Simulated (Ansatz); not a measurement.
A run for Ansatz (a program for electronic structure): U-CCSD(T)/def2-TZVPPD on F2Mg (SMILES [F][Mg][F]), a point of a bond scan (R = 1.576 Å). Files ending in .json are basis or fitting sets from the Basis Set Exchange.

Ansatz 0.2 input:
```yaml
crystal:
  periodic: [false, false, false]
  atoms:
    - {symbol: Mg, position_ang: [0.00000000, 0.00000000, 0.00000000]}
    - {symbol: F, position_ang: [0.00000000, 0.00000000, 1.57590544]}
    - {symbol: F, position_ang: [-0.00000000, -0.00000000, -1.75100604]}
basis:
  gaussian:
    orbitals: def2-TZVPPD.json
correlation: {method: ccsd_t, electrons: outside_noble_gas}
scf: {omitted_lower_state_checks: [cluster_reference]}
magnetization: {spin_polarized: true, initial_magnetization: 0}
```

The head of its log:

```
WARN ansatz: RAYON_NUM_THREADS=1 ignored (pool sized by the plan → 1); use --threads N
Functional definition: HF
these checks for a lower state are left out or cut short: cluster_reference
integrals: 0.26 GiB planned
824 factors; integrals over basis functions are off by at most 1.0e-3 eV
mean field: 0.30 GiB planned
mean field evaluation 1: about -10845.6918 eV, gradient 3.3e1 eV
mean field evaluation 2: about -10845.6932 eV, gradient 3.3e1 eV
mean field evaluation 4: about -10849.0663 eV, gradient 9.6e-1 eV
mean field evaluation 8: about -10849.0748 eV, gradient 2.7e-4 eV
mean field -10849.07481111 eV, -398.6961455412 hartree, gradient 2.7e-6 eV, S^2 0.000000; 0 other end points of the search recorded, 0 dependent functions left out
7 core orbitals not correlated
reference -10849.07481111 eV, -398.6961455412 hartree; 8, 8 occupied and 100, 100 virtual orbitals, 824 factors
```

Q: Predict the final total energy.

A: -399.2583 hartree (reference determinant -398.6961, T1 diagnostic 0.014).
